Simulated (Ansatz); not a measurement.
`O[CH](F)[GeH2][F]` + `N[SiH3]` → `N[SiH2]C(O)F` + `[F][GeH3]`  (formal exchange of groups at a C–Ge bond)

Program: Ansatz. Geometries: PBE0-D4/def2-TZVP. ΔE: electronic, gas phase. CCSD(T)/CBS adds triple-zeta CCSD(T) − MP2 to the extrapolated MP2 energy (def2 sets, frozen cores). This one scheme is used for every species. For Ge outer-core shells are correlated without core-valence functions, which leaves a few kJ/mol of doubt a bond. Scalar relativity is left out up to krypton. Each species was taken in one conformer, which may not be the lowest.

```json
{"level": "HF/def2-TZVPP", "ΔE (kJ/mol)": "-9.7"}
{"level": "HF/CBS(def2)", "ΔE (kJ/mol)": "-10.4"}
```

(1) What does CCSD(T)/CBS give? (Best estimate.)

Largest T1 diagnostic among the species: 0.012.

Results:

(1) Computed: -18.3 kJ/mol. The listed levels differ from it by 8.6, 7.9 kJ/mol.

In def2-TZVPP, CCSD(T) changes the Hartree–Fock value by −7.5 kJ/mol (the triples alone add −1.9 kJ/mol) and MP2 by −7.3 kJ/mol.
